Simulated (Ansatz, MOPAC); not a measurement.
C₇H₁₀O₃Sn, SMILES `c1ccccc1[CH2][Sn]([OH])([OH])[OH]`, neutral singlet in the gas phase. In the def2 sets core potentials replace the inner electrons of Sn.

Z-matrix (Å, degrees):
```
C
C 1 1.4016
C 2 1.3931 1 120.80
H 3 1.0927 2 119.58 1 -179.82
H 2 1.0934 3 119.85 4 0.61
C 3 1.3940 4 120.08 2 179.92
H 6 1.0923 3 120.31 4 0.07
C 6 1.3947 7 120.26 3 -179.99
H 8 1.0928 6 120.10 7 0.15
C 8 1.3929 9 119.65 6 -179.89
H 10 1.0939 8 119.71 9 -0.41
C 1 1.4956 2 120.99 5 2.31
H 12 1.0982 1 112.85 2 -22.37
H 12 1.0989 13 109.18 1 126.39
Sn 12 2.1488 13 107.25 14 115.88
O 15 1.9762 12 106.34 13 32.45
H 16 0.9646 15 111.95 12 -179.90
O 15 1.9778 16 108.71 17 -51.75
H 18 0.9660 15 109.29 16 119.33
O 15 1.9821 16 111.07 17 59.11
H 20 0.9658 15 110.87 16 84.14
```
Charge 0, multiplicity 1.

All levels are single points at this geometry (PBE0-D3(BJ)/def2-SVP); Pople sets use spherical d functions. Orbital energies aren't observables, and empty levels follow the basis.

```csv
level,HOMO (eV),LUMO (eV),gap (eV),dipole (D),"vertical IE, Delta-SCF (eV)"
B3LYP-D3(BJ)/def2-TZVP in Ansatz,-6.88,-1.55,5.32,2.39,8.65
CAM-B3LYP-D3(BJ)/def2-TZVP in Ansatz,-8.25,-0.30,7.96,2.41,–
AM1 in MOPAC,-8.89,-0.58,8.30,1.45,–
PM3 in MOPAC,-9.52,-1.20,8.32,1.99,–
PM6 in MOPAC,-9.46,-0.85,8.61,1.95,–
PM7 in MOPAC,-9.42,-0.06,9.36,1.84,–
```

Ansatz is a quantum-chemistry and plane-wave program.
